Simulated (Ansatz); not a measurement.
Basis-set extrapolation for `O[SiH2]/C=C/F` (PBE0-D4/def2-TZVP geometry, frozen core, the Gaussian-basis code of Ansatz). Multiplicity 1, RHF reference.

```
                      def2-TZVPP   def2-QZVPP
                 HF  -542.028902  -542.049743
    MP2 correlation    -0.927677    -1.001815
CCSD(T) correlation    -0.996067      not run
```

Energies in hartree. Use E(X) = E(∞) + A·exp(−7.88·√X) for Hartree–Fock and E(X) = E(∞) + B·X^(−2.97) for correlation, with X = 3 and 4, and add CCSD(T) minus MP2 of the smaller set to the MP2 limit.

Task: What is the CCSD(T) energy at the basis-set limit?

Result: HF limit: -542.049743 + (-0.020841) × 0.13774 = -542.05261. MP2 limit: -1.001815 + (-0.074138) × 0.74074 = -1.05673. Higher-order term: -0.996067 − (-0.927677) = -0.06839. Total: -543.17773 hartree, 95.9 kcal/mol below CCSD(T)/def2-TZVPP.
